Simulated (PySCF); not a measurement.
F3OTa (SMILES [O]=[Ta]([F])([F])[F]), singlet, at a GFN2-xTB geometry (such geometries of metal compounds can be far from the true shape) (core potentials on Ta); PySCF with DF-PBE/def2-SVP.

Input for PySCF:
```python
from pyscf import gto, scf, dft

mol = gto.Mole()
mol.atom = '''
    Ta    0.01693925    0.00907486   -0.01955256
    O     1.06782099    0.57206336   -1.23255967
    F     0.97007396   -0.95600876    1.21861489
    F    -1.26946365   -1.06429425   -0.77185379
    F    -0.78718062    1.43819507    0.80744046
'''
mol.basis = 'def2-svp'
mol.ecp = {'Ta': 'def2-svp'}
mol.verbose = 4
mol.build()

mf = dft.RKS(mol)
mf.xc = 'pbe'
mf = mf.density_fit(auxbasis='def2-universal-jkfit')
mf.kernel()
```

What the program printed (banner, timings and long lists left out):

```
PySCF version 2.14.0

[INPUT] verbose = 4
[INPUT] num. atoms = 5
[INPUT] num. electrons = 48
[INPUT] charge = 0
[INPUT] spin (= nelec alpha-beta = 2S) = 0
[INPUT] symmetry False subgroup None
[INPUT] Mole.unit = angstrom
[INPUT] Symbol           X                Y                Z      unit          X                Y                Z       unit  Magmom
[INPUT]  1 Ta     0.016939250000   0.009074860000  -0.019552560000 AA    0.032010543256   0.017149000019  -0.036948983434 Bohr   0.0
[INPUT]  2 O      1.067820990000   0.572063360000  -1.232559670000 AA    2.017889221162   1.081043076298  -2.329200208484 Bohr   0.0
[INPUT]  3 F      0.970073960000  -0.956008760000   1.218614890000 AA    1.833174104972  -1.806594729085   2.302848393417 Bohr   0.0
[INPUT]  4 F     -1.269463650000  -1.064294250000  -0.771853790000 AA   -2.398938623591  -2.011224648449  -1.458592271308 Bohr   0.0
[INPUT]  5 F     -0.787180620000   1.438195070000   0.807440460000 AA   -1.487555782365   2.717794796000   1.525841331293 Bohr   0.0

nuclear repulsion = 215.932437221578
number of shells = 36
number of NR pGTOs = 153
number of NR cGTOs = 88
basis = def2-svp
ecp = {'Ta': 'def2-svp'}

******** <class 'pyscf.df.df_jk.DFRKS'> ********
method = DFRKS
initial guess = minao
damping factor = 0
level_shift factor = 0
DIIS = <class 'pyscf.scf.diis.CDIIS'>
diis_start_cycle = 1
diis_space = 8
diis_damp = 0
SCF conv_tol = 1e-09
SCF conv_tol_grad = None
SCF max_cycles = 50
direct_scf = False
XC library pyscf.dft.libxc version 7.1.2
    S. Lehtola, C. Steigemann, M. J. T. Oliveira, and M. A. L. Marques,  SoftwareX 7, 1–5 (2018)
XC functionals = pbe
    J. P. Perdew, K. Burke, and M. Ernzerhof,  Phys. Rev. Lett. 77, 3865 (1996)
    J. P. Perdew, K. Burke, and M. Ernzerhof,  Phys. Rev. Lett. 78, 1396 (1997)
    J. P. Perdew, K. Burke, and M. Ernzerhof,  Phys. Rev. Lett. 77, 3865 (1996)
    J. P. Perdew, K. Burke, and M. Ernzerhof,  Phys. Rev. Lett. 78, 1396 (1997)
radial grids:
    Treutler-Ahlrichs [JCP 102, 346 (1995); DOI:10.1063/1.469408] (M4) radial grids

becke partition: Becke, JCP 88, 2547 (1988); DOI:10.1063/1.454033
pruning grids: <function nwchem_prune>
grids dens level: 3
symmetrized grids: False
atomic radii adjust function: <function treutler_atomic_radii_adjust>
small_rho_cutoff = 0
Set gradient conv threshold to 3.16228e-05
Initial guess from minao.
tot grids = 80880
init E= -418.682559501981
  HOMO = -0.655674558240263  LUMO = -0.422458867158273  gap/eV = 6.34612
cycle= 1 E= -431.257810923564  delta_E= -12.6  |g|= 0.956  |ddm|=    8
  HOMO = -0.117424354216333  LUMO = -0.0192304538130124  gap/eV = 2.67199
cycle= 2 E= -430.759219040002  delta_E= 0.499  |g|= 1.85  |ddm|= 2.17
  HOMO = -0.326345033977645  LUMO = -0.0338135900145833  gap/eV = 7.96019
cycle= 3 E= -431.26046909752  delta_E= -0.501  |g|= 0.905  |ddm|= 1.68
  HOMO = -0.311362730624611  LUMO = -0.0825856316992346  gap/eV = 6.22534
cycle= 4 E= -431.444316561964  delta_E= -0.184  |g|= 0.0705  |ddm|= 0.772
  HOMO = -0.309884841711932  LUMO = -0.0826120532221505  gap/eV = 6.18441
cycle= 5 E= -431.444414716168  delta_E= -9.82e-05  |g|= 0.0619  |ddm|= 0.063
  HOMO = -0.308415571512644  LUMO = -0.0795322322841525  gap/eV = 6.22823
cycle= 6 E= -431.445056988336  delta_E= -0.000642  |g|= 0.0221  |ddm|= 0.0468
  HOMO = -0.309479330071613  LUMO = -0.0797179203489987  gap/eV = 6.25213
cycle= 7 E= -431.445148542237  delta_E= -9.16e-05  |g|= 0.00706  |ddm|= 0.0134
  HOMO = -0.310030300387008  LUMO = -0.0797254831184439  gap/eV = 6.26691
cycle= 8 E= -431.445158639372  delta_E= -1.01e-05  |g|= 0.000469  |ddm|= 0.00508
  HOMO = -0.31002331837538  LUMO = -0.0797571875383618  gap/eV = 6.26586
cycle= 9 E= -431.445158692015  delta_E= -5.26e-08  |g|= 5.6e-05  |ddm|= 0.000515
  HOMO = -0.310024046759262  LUMO = -0.0797556543694928  gap/eV = 6.26592
cycle= 10 E= -431.445158692665  delta_E= -6.49e-10  |g|= 7.29e-06  |ddm|= 4.43e-05
  HOMO = -0.310022973795847  LUMO = -0.0797547861432803  gap/eV = 6.26592
Extra cycle  E= -431.445158692647  delta_E= 1.78e-11  |g|= 1.23e-05  |ddm|= 1.15e-05
converged SCF energy = -431.445158692647
```
